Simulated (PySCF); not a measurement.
Relaxation of quartet TcSe2

Computed with PySCF, UPBE0, basis Tc def2-SVP with ECP28, Se def2-SVP (scalar-relativistic core potentials, no spin–orbit coupling, density fitting). A (50,194) grid was used.

A start displaced from a saddle point along its imaginary mode, of C2v symmetry, held to at least that symmetry:

```xyz
3
charge 0 multiplicity 4, angstrom
Tc    0.0000    0.2500    0.0000
Se    0.0000   -0.1547    2.2748
Se    0.0000   -0.1547   -2.2748
```

Optimiser trace:
| step | E − E(last) (kJ/mol) | largest gradient (Eh/bohr) |
| --- | --- | --- |
| 0 | 23.63 | 0.01693 |
| 1 | 18.88 | 0.00517 |
| 2 | 15.93 | 0.00837 |
| 3 | 2.38 | 0.00684 |
| 4 | 0.20 | 0.00316 |
| 5 | 0.09 | 0.00208 |
| 6 | 0.00 | 0.00004 |

It ends at C2v with Tc–Se 2.224 Å (×2); Se–Tc–Se 124.3° (after a last refinement on a finer grid). A frequency run shows a minimum. Other isomers or separated fragments may lie lower.

Final geometry:
Z-matrix (Å, degrees; charge 0 multiplicity 4):
```
Tc
Se 1 2.2239
Se 1 2.2239 2 124.27
```

With open d or f shells other occupations or spin states may lie lower.
